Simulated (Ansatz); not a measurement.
CuAg₄⁺, relaxed as a singlet with RKS PBE-D4/def2-SVP in Ansatz, starting from the GFN2-xTB geometry. Force threshold 0.02 eV/Å.

In the def2 sets Ag takes a core potential; there is no spin–orbit coupling. The structure comes from a short search, and lower isomers may exist.

Start:

Cartesian coordinates in Å:
```
Ag -1.072 1.709 1.597
Ag 0.544 -1.568 0.729
Ag 0.534 0.649 -0.954
Ag -2.367 0.421 -0.353
Cu 2.360 -1.211 -1.019
```

```json
{"step": "1", "energy (eV)": "-60621.1604", "largest force component (eV/Å)": "0.655", "SCF passes": "39"}
{"step": "2", "energy (eV)": "-60621.3080", "largest force component (eV/Å)": "0.310", "SCF passes": "29"}
{"step": "3", "energy (eV)": "-60621.3329", "largest force component (eV/Å)": "0.094", "SCF passes": "22"}
{"step": "4", "energy (eV)": "-60621.3445", "largest force component (eV/Å)": "0.081", "SCF passes": "22"}
{"step": "5", "energy (eV)": "-60621.3805", "largest force component (eV/Å)": "0.169", "SCF passes": "29"}
{"step": "6", "energy (eV)": "-60621.4171", "largest force component (eV/Å)": "0.136", "SCF passes": "22"}
{"step": "7", "energy (eV)": "-60621.4572", "largest force component (eV/Å)": "0.149", "SCF passes": "23"}
{"step": "8", "energy (eV)": "-60621.5179", "largest force component (eV/Å)": "0.118", "SCF passes": "28"}
{"step": "9", "energy (eV)": "-60621.5690", "largest force component (eV/Å)": "0.088", "SCF passes": "28"}
{"step": "10", "energy (eV)": "-60621.5976", "largest force component (eV/Å)": "0.152", "SCF passes": "27"}
{"step": "11", "energy (eV)": "-60621.6125", "largest force component (eV/Å)": "0.032", "SCF passes": "22"}
{"step": "12", "energy (eV)": "-60621.6141", "largest force component (eV/Å)": "0.007", "SCF passes": "21"}
{"step": "13", "energy (eV)": "-60621.6143", "largest force component (eV/Å)": "0.004", "SCF passes": "21"}
```

Force components are those of the run's own axes.

End:

Cartesian coordinates in Å:
```
Ag -1.057 2.236 1.146
Ag 1.355 -2.353 0.626
Ag 0.019 -0.018 -0.002
Ag -2.468 0.944 -0.670
Cu 2.151 -0.809 -1.100
```

By distances, no bond broke or formed. The bond that changes most is Ag1–Ag3, from 3.20 to 2.75 Å (atoms count from 1). The end is the same structure that another start reached, the lowest one found.

The force fell under the threshold at step 12, but the optimiser went on. No frequencies were taken in this run, so the end may be a saddle point.

Run time 19 s (4 threads of INTEL XEON PLATINUM 8581C on a shared host).
